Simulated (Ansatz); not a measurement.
Start from `CC(O)[O][AlH2]` and change one atom or group to get `BCC(C)O`.

Ansatz, PBE0-D4/def2-TZVP geometries, multiplicity 1. Each molecule was computed in one conformer, which needn't be the lowest.

```tsv
property	`CC(O)[O][AlH2]`
LUMO energy (PBE/def2-TZVPP) / eV	-1.78
size of the dipole moment (B3LYP/def2-TZVPP) / D	1.14
HOMO energy (ωB97M-V/def2-TZVPP) / eV	-10.36
size of the dipole moment (PBE/def2-TZVPP) / D	1.12
LUMO energy (B3LYP/def2-TZVPP) / eV	-1.24
HOMO–LUMO gap (PBE/def2-TZVPP) / eV	4.78
```

Task: Give the same properties after the change, and the shifts. (Estimate.)

Result: The calculation gave: 
```
                                        property  `BCC(C)O`  shift
               LUMO energy (PBE/def2-TZVPP) / eV      -2.13  -0.35
size of the dipole moment (B3LYP/def2-TZVPP) / D       2.01   0.87
           HOMO energy (ωB97M-V/def2-TZVPP) / eV     -10.30   0.06
  size of the dipole moment (PBE/def2-TZVPP) / D       2.01   0.89
             LUMO energy (B3LYP/def2-TZVPP) / eV      -1.32  -0.08
             HOMO–LUMO gap (PBE/def2-TZVPP) / eV       4.11  -0.67
```

With PBE0 the HOMO rises by 0.15 eV and the LUMO falls by 0.07 eV, so the gap narrows by about 0.22 eV. PBE moves the HOMO by 0.32 eV and ωB97M-V by 0.06 eV. Dipoles are sizes alone; their direction can turn.

B3LYP here is the variant with VWN-RPA as its local correlation; programs differ in this.
